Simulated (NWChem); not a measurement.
# SiH₄O₃; SMILES O[SiH](O)O

```xyz
8

Si     0.0245    -0.0364     0.3448
O     -1.5159     0.3326    -0.1801
O      0.4255    -1.5567    -0.2056
O      0.9725     1.2064    -0.2639
H      0.1672    -0.1441     1.8270
H     -1.6318     1.2735    -0.3999
H      0.1816    -1.7188    -1.1347
H      1.8827     1.2408     0.0773
```
Atoms are numbered in this order, from 1.

All runs: NWChem. Pople sets run with spherical d functions. Geometry: optimised at PBE-D3(BJ)/def2-SVP. Vertical excitations in the gas phase.

Q: What does the run give for Hartree-Fock/6-31G*, CIS? Quantities: lowest excitation, singlet (eV); oscillator strength of that lowest state; lowest state with f > 0.02, singlet (eV); orbital gap (eV).

A: The lowest excitation, singlet (eV) is 10.09 and the oscillator strength of that lowest state comes out as 0.011. The lowest state with f > 0.02, singlet (eV) is 10.32 and the orbital gap (eV) comes out as 17.89.
